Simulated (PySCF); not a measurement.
(E)-2-bromo-1-fluoroprop-1-ene (C₃H₄BrF), SMILES C/C(Br)=C\F.

Geometry: PBE-D3(BJ)/def2-SVP.

The numbers are results of PBE-D3(BJ)/def2-SVP run with PySCF 2.14.0, not measurements.

Frequencies are harmonic and unscaled.

```csv
mode,ν (cm⁻¹),IR (km/mol),moving atoms (share of kinetic energy)
1,174,0.1,H 96 %
2,220,3.5,"C 44 %, F 32 %, Br 12 %, H 12 %"
3,251,0.3,"C 58 %, F 26 %, H 12 %"
4,281,1.2,"C 54 %, H 27 %, F 10 %, Br 9 %"
5,372,2.9,"F 41 %, Br 31 %, C 26 %"
6,409,13.1,"C 62 %, H 36 %"
7,716,16.1,"C 67 %, H 22 %, F 9 %"
8,807,13.8,"H 68 %, C 31 %"
9,952,4.8,"C 55 %, H 42 %"
10,1008,0.2,"H 69 %, C 31 %"
11,1063,105.6,"C 59 %, H 35 %"
12,1150,101.4,"C 49 %, F 30 %, H 21 %"
13,1285,0.0,"H 82 %, C 17 %"
14,1347,7.7,"H 65 %, C 34 %"
15,1394,13.4,H 97 %
16,1399,1.3,H 95 %
17,1689,27.7,C 94 %
18,2971,10.1,H 97 %
19,3050,4.2,"H 91 %, C 9 %"
20,3084,1.9,"H 91 %, C 9 %"
21,3144,2.2,"H 91 %, C 9 %"
```
